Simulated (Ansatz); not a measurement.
`C[SiH2]OC(=N)F` at its PBE0-D4/def2-TZVP geometry, where that method's forces vanish. The species carries charge 0 and has multiplicity 1.

```csv
atom,x (Å),y (Å),z (Å)
C1,-1.175,1.440,1.004
Si2,-0.214,0.547,-0.296
O3,0.345,-0.861,0.432
C4,1.085,-1.782,-0.169
N5,1.539,-1.873,-1.330
F6,1.339,-2.746,0.698
H7,-0.539,1.681,1.859
H8,-1.576,2.374,0.602
H9,-2.011,0.831,1.355
H10,-1.044,0.159,-1.466
H11,0.964,1.314,-0.776
H12,1.287,-1.083,-1.914
```

(1) For each bond, give half the difference of the two atoms' forces along it (eV/Å; positive pushes the atoms apart) under PBE-D4, r2SCAN-D4, B3LYP-D4, ωB97M-V in def2-TZVPP. (Estimate.)

Results:

(1) Ansatz gave: 
| bond | length (Å) | PBE-D4 | r2SCAN-D4 | B3LYP-D4 | ωB97M-V |
| --- | --- | --- | --- | --- | --- |
| C1–Si2 | 1.848 | -0.02 | -0.01 | 0.08 | 0.04 |
| C1–H7 | 1.092 | 0.11 | 0.00 | -0.04 | -0.05 |
| C1–H8 | 1.093 | 0.11 | -0.01 | -0.05 | -0.04 |
| C1–H9 | 1.092 | 0.11 | 0.00 | -0.04 | -0.05 |
| Si2–O3 | 1.681 | 0.12 | -0.03 | 0.03 | 0.05 |
| Si2–H10 | 1.486 | 0.03 | -0.03 | -0.11 | -0.14 |
| Si2–H11 | 1.486 | 0.03 | -0.03 | -0.11 | -0.14 |
| O3–C4 | 1.325 | 0.24 | 0.17 | 0.16 | 0.19 |
| C4–N5 | 1.250 | 0.44 | 0.14 | 0.00 | -0.09 |
| C4–F6 | 1.321 | 0.54 | 0.26 | 0.30 | 0.18 |
| N5–H12 | 1.014 | 0.15 | -0.03 | -0.08 | -0.05 |

B3LYP here is the variant with VWN-RPA as its local correlation; programs differ in this.
